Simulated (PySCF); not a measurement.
Computed shifts of a molecule C₃H₅ClSi, PBE/pcSseg-1 (PySCF), GIAO, gas phase, atoms alike by connectivity averaged where their shifts nearly agree, in ppm (number of nuclei): ¹³C: 226.0 (1), 82.8 (1), 73.1 (1). ²⁹Si: -9.2 (1). ¹H: 5.88 (1), 5.55 (1), 5.52 (1), 5.05 (1), 4.95 (1). References: ¹³C against TMS (σ = 182.0 ppm); ²⁹Si against TMS (σ = 335.4 ppm); ³⁵Cl against HCl (σ = 936.5 ppm); ¹H against TMS (σ = 31.49 ppm), references at their B3LYP-D3(BJ)/def2-TZVP geometries, non-relativistic (without spin–orbit terms, shifts of atoms bonded to Cl or Br come out too high). The structure is a stationary point at PBE0-D3(BJ)/def2-SVP. One conformer was computed; it need not be the lowest.

Task: Identify the compound among the candidates.
A. C=C=C[SiH2]Cl
B. C=C=C([SiH3])Cl
C. [SiH3]C=C=CCl
D. ClC1=C[SiH2]C1

Result: A, C=C=C[SiH2]Cl
